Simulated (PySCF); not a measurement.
**Two-component Hartree-Fock for Ga⁷⁺ (gallium, charge +7)**

Start: [Ar] 3d6; 3d3/2 filled at m_j = -3/2, -1/2, +1/2, +3/2; 3d5/2 filled at m_j = +3/2, +5/2. Calculated with PySCF 2.14 in an uncontracted even-tempered set (18 s from 0.34 bohr⁻², ratio 2.8; 13 p from 0.45 bohr⁻², ratio 2.8; 9 d from 0.45 bohr⁻², ratio 2.8; 4 f from 2.5 bohr⁻², ratio 3): generalised Hartree-Fock with the X2C-1e Hamiltonian and a Gaussian nucleus; spin-orbit coupling (SO) screened by Boettger's factors.

```
spinor shell  electrons  ε, screened SO (eV)  weight of nominal j (screened SO)  rms radius, screened SO (bohr)
       1s1/2          2             -10596.0                              1.000                          0.0560
       2s1/2          2              -1498.2                              1.000                           0.235
       2p1/2          2              -1339.8                              0.989                           0.209
       2p3/2          4              -1310.3                              0.995                           0.212
       3s1/2          2              -321.76                              1.000                           0.670
       3p3/2          4              -262.21                              0.825                           0.693
       3p1/2          2              -266.51                              0.649                           0.688
       3d3/2          4              -177.86                              0.674                           0.711
       3d5/2          2              -179.25                              0.888                           0.709
```

| quantity | screened SO |
| --- | --- |
| E (hartree) | -1925.69383 |
| M_J | 4 |
| ⟨J²⟩ | 20.004 |
| ⟨L²⟩ | 6.040 |
| ⟨S²⟩ | 5.980 |

Each row is a mean over spinors that exchange with the open shell spreads, by up to 23.512 eV (3p3/2).

Rows whose weight is well below 1 are mixtures of j = l ± 1/2: exchange outweighs spin-orbit coupling there, and the label is only the starting occupation.
